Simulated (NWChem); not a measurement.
System: Te, triplet

Input file for NWChem:

```
start job
memory heap 200 mb stack 900 mb global 1100 mb
geometry units angstroms noautoz
  Te     0.000000     0.000000     0.000000
end
basis spherical
  Te library def2-tzvp
end
ecp
  Te library def2-ecp
end
dft
  odft
  mult 3
  xc xwpbe 1.00 cpbe96 1.0 hfexch 1.00
  cam 0.4 cam_alpha 0.0 cam_beta 1.0
  iterations 150
  mulliken
end
task dft energy
```

The open p shell is one determinant without spherical averaging. No stability test was run on the SCF state. def2 effective core potentials on Te; no spin-orbit coupling.

Problem. What results follow from this input? (LC-wPBE (HJS exchange hole, range parameter 0.4 per bohr)/def2-TZVP with def2 effective core potentials on Te, spin-unrestricted.) Quantities: energy (Ha); highest occupied level (eV); lowest empty minus highest occupied level, either spin (eV); <S²>.

Solution. 
```yaml
energy (Ha): -268.03
highest occupied level (eV): -8.86
lowest empty minus highest occupied level, either spin (eV): 7.31
"<S²>": 2.01
```
